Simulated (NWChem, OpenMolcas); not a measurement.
OpenMolcas → NWChem

This OpenMolcas 26.06 job computes BI3 (boron triiodide):

calc.inp:
```
&GATEWAY
BASLIB
$CurrDir
COORD
4
angstrom
I       -1.308500      -0.295200       1.615600
B        0.013900      -0.015100      -0.005100
I        1.876800      -1.006300      -0.030300
I       -0.526500       1.256300      -1.600500
BASIS
def2-SVP
GROUP
NoSym
&SEWARD
GRIDINPUT
Grid=UltraFine
End of Grid
&SCF
KSDFT
B3LYP
THRESHOLDS
1e-10 1e-07 1e-07 1e-05
PRORBITALS
1 1
&ALASKA
```

```bash
$ export MOLCAS_MEM=1860
$ pymolcas calc.inp > calc.log
```

(Basis files named in the input come from the Basis Set Exchange and aren't shown.)

The coordinates come from a PBE0-D4/def2-TZVP relaxation.

It gives a total energy of -918.285519 Eh.

Task: Write the same calculation for NWChem 7.3.0 as an ASE script.

Result: For example:

run.py:
```python
from ase import Atoms
from ase.calculators.nwchem import NWChem

molecule = Atoms(['I', 'B', 'I', 'I'], positions=[
    [-1.308500, -0.295200, 1.615600],
    [0.013900, -0.015100, -0.005100],
    [1.876800, -1.006300, -0.030300],
    [-0.526500, 1.256300, -1.600500],
])

calc = NWChem(
    label='struct',
    theory='dft',
    memory='2200 mb',
    basis='def2-SVP',
    basispar='spherical bse',
    dft={'xc': 'b3lyp', 'mult': '1', 'grid': 'fine', 'convergence': 'energy 1e-08', 'iterations': '100', 'mulliken': None},
    **{'ecp bse': {'I library': 'def2-SVP'}},
)
molecule.calc = calc

forces = molecule.get_forces()
print("Total energy (eV):", round(molecule.get_potential_energy(), 6))
print("forces (eV/A):")
for s, f in zip(molecule.symbols, forces):
    print(f"{s:2s} {f[0]:10.5f} {f[1]:10.5f} {f[2]:10.5f}")
print("dipole (e A):", molecule.get_dipole_moment().round(4))
```

```bash
$ export ASE_NWCHEM_COMMAND="nwchem PREFIX.nwi > PREFIX.nwo"
$ python run.py
```

Its energy is -918.285538 Eh, 0.019 mEh from the first.
